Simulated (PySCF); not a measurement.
cyclopentasilane (H10Si5), SMILES [SiH2]1[SiH2][SiH2][SiH2][SiH2]1. Atoms are numbered in the order given.

```xyz
15

Si     0.6641     1.0213     1.5198
Si     1.9013    -0.4586     0.1731
Si     0.2676    -1.6783    -1.0241
Si    -1.7547    -0.4920    -0.7256
Si    -1.0807     1.6188     0.0634
H      0.0825     0.2684     2.6772
H      1.4648     2.1747     2.0342
H      2.8264    -1.3424     0.9478
H      2.7053     0.3500    -0.7984
H      0.1430    -3.0718    -0.4928
H      0.6318    -1.7515    -2.4740
H     -2.5500    -1.1624     0.3525
H     -2.5802    -0.4350    -1.9715
H     -0.5072     2.4119    -1.0710
H     -2.1823     2.4005     0.7049
```

The structure is a stationary point at PBE0-D3(BJ)/def2-SVP.

Method: B3LYP/pcSseg-1 (PySCF).

GIAO shieldings, no solvent; atoms listed in one row are averaged. δ = σ(ref) − σ: ²⁹Si against TMS (σ = 338.7 ppm); ¹H against TMS (σ = 31.68 ppm), references at their B3LYP-D3(BJ)/def2-TZVP geometries, non-relativistic.

Computed chemical shifts:
```tsv
nucleus	atoms	count	δ (ppm)
²⁹Si	Si1	1	-104.6
²⁹Si	Si5	1	-104.7
²⁹Si	Si4	1	-106.4
²⁹Si	Si2	1	-106.8
²⁹Si	Si3	1	-110.5
¹H	H7, H15	2	3.95
¹H	H13	1	3.90
¹H	H8	1	3.89
¹H	H10	1	3.77
¹H	H11	1	3.77
¹H	H9	1	3.67
¹H	H12	1	3.66
¹H	H6, H14	2	3.56
```
